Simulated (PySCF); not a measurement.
BiF₃ (SMILES [F][Bi]([F])[F]), singlet, geometry from GFN2-xTB (such geometries of metal compounds can be far from the true shape) (core potentials on Bi); PySCF with B3LYP/def2-SVP.

PySCF was given this input:
```python
from pyscf import gto, scf, dft

mol = gto.Mole()
mol.atom = '''
    Bi    0.002834   -0.004030    0.273107
    F    -1.352636   -1.009807   -0.840693
    F    -0.221867    1.687162   -0.812624
    F     1.548371   -0.640186   -0.865338
'''
mol.basis = 'def2-svp'
mol.ecp = {'Bi': 'def2-svp'}
mol.charge = 0
mol.spin = 0
mol.verbose = 4
mol.build()

mf = dft.RKS(mol)
mf.xc = 'b3lyp'
mf.kernel()
mf.analyze()
```

**Question.** Predict the main parts of the log of this PySCF run.

**Answer.** 
```
PySCF version 2.14.0

[INPUT] verbose = 4
[INPUT] num. atoms = 4
[INPUT] num. electrons = 50
[INPUT] charge = 0
[INPUT] spin (= nelec alpha-beta = 2S) = 0
[INPUT] symmetry False subgroup None
[INPUT] Mole.unit = angstrom
[INPUT] Symbol           X                Y                Z      unit          X                Y                Z       unit  Magmom
[INPUT]  1 Bi     0.002834000000  -0.004030000000   0.273107000000 AA    0.005355483837  -0.007615596282   0.516097432702 Bohr   0.0
[INPUT]  2 F     -1.352636000000  -1.009807000000  -0.840693000000 AA   -2.556111586227  -1.908258668669  -1.588679524839 Bohr   0.0
[INPUT]  3 F     -0.221867000000   1.687162000000  -0.812624000000 AA   -0.419267866079   3.188274107773  -1.535636802249 Bohr   0.0
[INPUT]  4 F      1.548371000000  -0.640186000000  -0.865338000000 AA    2.925997129219  -1.209776208781  -1.635251825179 Bohr   0.0

nuclear repulsion = 206.471865242966
number of shells = 28
number of NR pGTOs = 133
number of NR cGTOs = 68
basis = def2-svp
ecp = {'Bi': 'def2-svp'}

******** <class 'pyscf.dft.rks.RKS'> ********
method = RKS
initial guess = minao
damping factor = 0
level_shift factor = 0
DIIS = <class 'pyscf.scf.diis.CDIIS'>
diis_start_cycle = 1
diis_space = 8
diis_damp = 0
SCF conv_tol = 1e-09
SCF conv_tol_grad = None
SCF max_cycles = 50
direct_scf = True
direct_scf_tol = 1e-13
XC library pyscf.dft.libxc version 7.1.2
    S. Lehtola, C. Steigemann, M. J. T. Oliveira, and M. A. L. Marques,  SoftwareX 7, 1–5 (2018)
XC functionals = b3lyp
    P. J. Stephens, F. J. Devlin, C. F. Chabalowski, and M. J. Frisch,  J. Phys. Chem. 98, 11623 (1994)
radial grids:
    Treutler-Ahlrichs [JCP 102, 346 (1995); DOI:10.1063/1.469408] (M4) radial grids

becke partition: Becke, JCP 88, 2547 (1988); DOI:10.1063/1.454033
pruning grids: <function nwchem_prune>
grids dens level: 3
symmetrized grids: False
atomic radii adjust function: <function treutler_atomic_radii_adjust>
small_rho_cutoff = 0
Set gradient conv threshold to 3.16228e-05
Initial guess from minao.
tot grids = 66232
init E= -487.367560089048
  HOMO = -0.888990755960917  LUMO = -0.68554102848694  gap/eV = 5.53615
cycle= 1 E= -513.526359799084  delta_E= -26.2  |g|= 1.59  |ddm|= 12.9
  HOMO = -0.244276291993781  LUMO = 0.0344158967938701  gap/eV = 7.58360
cycle= 2 E= -513.838594867194  delta_E= -0.312  |g|= 1.05  |ddm|= 4.84
  HOMO = -0.327534859110266  LUMO = -0.0702158011841779  gap/eV = 7.00201
cycle= 3 E= -514.03210598477  delta_E= -0.194  |g|= 0.336  |ddm|= 1.76
  HOMO = -0.355651435538274  LUMO = -0.0731661959750433  gap/eV = 7.68681
cycle= 4 E= -514.048683778043  delta_E= -0.0166  |g|= 0.12  |ddm|= 0.299
  HOMO = -0.348338414594148  LUMO = -0.0740302907493752  gap/eV = 7.46430
cycle= 5 E= -514.051366289562  delta_E= -0.00268  |g|= 0.0103  |ddm|=  0.1
  HOMO = -0.3487474007968  LUMO = -0.0734883998664301  gap/eV = 7.49018
cycle= 6 E= -514.051394541148  delta_E= -2.83e-05  |g|= 0.000773  |ddm|= 0.0127
  HOMO = -0.348822679955209  LUMO = -0.0734913211330484  gap/eV = 7.49215
cycle= 7 E= -514.051394656923  delta_E= -1.16e-07  |g|= 0.000139  |ddm|= 0.000797
  HOMO = -0.348827637343332  LUMO = -0.0735067323791265  gap/eV = 7.49186
cycle= 8 E= -514.05139466189  delta_E= -4.97e-09  |g|= 9.76e-06  |ddm|= 0.000177
  HOMO = -0.348827324178955  LUMO = -0.0735066167395322  gap/eV = 7.49186
cycle= 9 E= -514.051394661911  delta_E= -2.08e-11  |g|= 5.42e-06  |ddm|= 1.46e-05
  HOMO = -0.348827122571036  LUMO = -0.0735065250344673  gap/eV = 7.49186
Extra cycle  E= -514.051394661891  delta_E= 2.03e-11  |g|= 1.13e-05  |ddm|= 1.19e-05
converged SCF energy = -514.051394661891
**** SCF Summaries ****
Total Energy =                        -514.051394661890640
Nuclear Repulsion Energy =             206.471865242966459
One-electron Energy =                -1203.871625358583742
Two-electron Energy =                  483.348365453726615
Two-electron Coulomb Energy =          532.089643572228169
DFT Exchange-Correlation Energy =      -48.741278118501562
HOMO-LUMO gap [eV] =                     7.491855058824625
**** MO energy ****
MO #1   energy= -24.6455102481865  occ= 2
MO #2   energy= -24.645438595969   occ= 2
MO #3   energy= -24.6454284394717  occ= 2
MO #4   energy= -6.05884247636243  occ= 2
MO #5   energy= -3.79239852303856  occ= 2
MO #6   energy= -3.79239805244175  occ= 2
MO #7   energy= -3.78889676335791  occ= 2
MO #8   energy= -1.17916546554135  occ= 2
MO #9   energy= -1.1791641018944   occ= 2
MO #10  energy= -1.14490291999513  occ= 2
MO #11  energy= -1.14490284806055  occ= 2
MO #12  energy= -1.14247124281081  occ= 2
MO #13  energy= -1.11425086462029  occ= 2
MO #14  energy= -1.05976317974931  occ= 2
MO #15  energy= -1.05976073907071  occ= 2
MO #16  energy= -0.636228184681823 occ= 2
MO #17  energy= -0.428374780507628 occ= 2
MO #18  energy= -0.428369331572045 occ= 2
MO #19  energy= -0.411868201007228 occ= 2
MO #20  energy= -0.382614666945659 occ= 2
MO #21  energy= -0.382613982854285 occ= 2
MO #22  energy= -0.371005734536131 occ= 2
MO #23  energy= -0.371002118171839 occ= 2
MO #24  energy= -0.367809797237572 occ= 2
MO #25  energy= -0.348827122571036 occ= 2
MO #26  energy= -0.0735065250344673 occ= 0
MO #27  energy= -0.0735048238785725 occ= 0
MO #28  energy= -0.0355502547487312 occ= 0
MO #29  energy= 0.194354170272298  occ= 0
MO #30  energy= 0.259691128079132  occ= 0
MO #31  energy= 0.259696331328333  occ= 0
MO #32  energy= 0.263377840206235  occ= 0
MO #33  energy= 0.351647521877986  occ= 0
Dipole moment(X, Y, Z, Debye):  0.05693, -0.08101,  5.48781
```
